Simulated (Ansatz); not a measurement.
Ansatz (a program for electronic structure) input (HF/STO-3G):

Ansatz 0.2 input:
```yaml
crystal:
  periodic: [false, false, false]
  atoms:
    - {symbol: Rb, position_ang: [-0.00000000, -0.00000000, -0.95163916]}
    - {symbol: Cl, position_ang: [0.00000000, 0.00000000, 2.07121463]}
basis:
  gaussian:
    orbitals: STO-3G
hamiltonian:
  xc: {name: HF}
total_charge: -1
magnetization: {spin_polarized: true, initial_magnetization: 1}
relax: {f_tol: 0.003, max_steps: 120}
```

Q: Predict the final energy.

A: -3362.10031 Eh.
